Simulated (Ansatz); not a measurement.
# Worked example: SiH(CH3)F2 + As(CH3)2(SiH3) → SiH(SiH3)F2 + As(CH3)3

Species: SiH(CH3)F2, singlet; As(CH3)2(SiH3), singlet; SiH(SiH3)F2, singlet; As(CH3)3 (trimethylarsine), singlet. The partners trade CH3 for SiH3: Si–CH3 and As–SiH3 bonds give way to Si–SiH3 and As–CH3.

Shapes, held fixed at every level: PBE0-D4/def2-TZVP. Programs: Ansatz 0.2.0. The zero-point and thermal change to 298 K, harmonic and unscaled (PBE0-D4/def2-TZVP), is -0.6 kJ/mol.

At CCSD(T)/def2-TZVPP; 1 Eh = 2625.50 kJ/mol:

```
       species   energy (Eh)
    SiH(CH3)F2   -529.130238
As(CH3)2(SiH3)  -2605.000870
   SiH(SiH3)F2   -780.118238
      As(CH3)3  -2353.985985
```

Task: Work out ΔH(298 K) of the reaction at this level.

Result: 
1. Products less reactants: (-780.118238) + (-2353.985985) − [(-529.130238) + (-2605.000870)] = 0.026885 Eh = +70.6 kJ/mol.
2. With the thermal change: +70.6 + (-0.6) = +70.0 kJ/mol.

Other levels give +69.9 (CCSD/def2-TZVPP) to +79.5 kJ/mol (MP2/def2-SVP). No measured value is set beside it here. Relativity is left out for As unless named. Correlated rows may include outer-core shells of As, which these sets cover unevenly.
